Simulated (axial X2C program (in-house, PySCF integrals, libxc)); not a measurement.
Which molecule has these constants?

Computed with an in-house all-electron X2C program for linear molecules (integrals from PySCF), spin-free (one-electron X2C) or two-component (2c: spin–orbit coupling with atomic mean-field Coulomb and Gaunt terms, which also bring small scalar terms), in Dyall basis sets with cores contracted in-house; open shells are unrestricted.

A two-component PBE0 calculation in a Dyall 3-zeta basis gave Re = 2.104 Å, ωe = 443.1 cm⁻¹, De = 2.71 eV, dipole magnitude 2.83 D, Ω = 1.

**Question.** Which molecule is it?
A. PdS
B. SnS
C. TcS
D. RhS
E. YS

**Answer.** A. The others have YS 2.265 Å and 502.6 cm⁻¹ (Ω = 1/2); SnS 2.208 Å and 499.2 cm⁻¹ (Ω = 0); TcS 2.117 Å and 514.2 cm⁻¹ (Ω = 5/2); RhS 2.052 Å and 507.1 cm⁻¹ (Ω = 3/2).

Each entry is the lowest single determinant of a limited PBE0 search at one distance. De goes to single-determinant-based atoms at the same level (for ions the charge split of lowest energy) and is withheld (n/a) where an atom does not fit its ground term or J level. Main or longest-lived isotopes. One determinant is a doubtful description, or other states lie close, for PdS, TcS, RhS; these need not be ground states, and all values refer to the states named. Some open-shell Ω = 0 determinants are out of reach, so the Ω given for PdS need not be the lowest component. With several unpaired electrons the Ω given is that of one determinant, not necessarily of the lowest component. Some light 2c atoms are not at their ground J level, so De misses part of their lowering (0.04 eV or less). The functionals have no current term, which raises determinants with orbital currents.
